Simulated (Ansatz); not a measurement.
H₂ (SMILES [H][H]), singlet, at a GFN2-xTB geometry.

Input for Ansatz (a program for electronic structure):
Ansatz 0.2 input:
```yaml
crystal:
  periodic: [false, false, false]
  atoms:
    - {symbol: H, position_ang: [-0.00000000, -0.00000000, -0.38834947]}
    - {symbol: H, position_ang: [0.00000000, 0.00000000, 0.38834947]}
basis:
  gaussian:
    orbitals: 6-31G*
hamiltonian:
  xc: blyp
magnetization: {spin_polarized: true}
```

Task: What does this run give for the total energy, number of basis functions?

Result: 
```json
{
  "total_energy": "-1.1648 Eh",
  "number_of_basis_functions": "4"
}
```
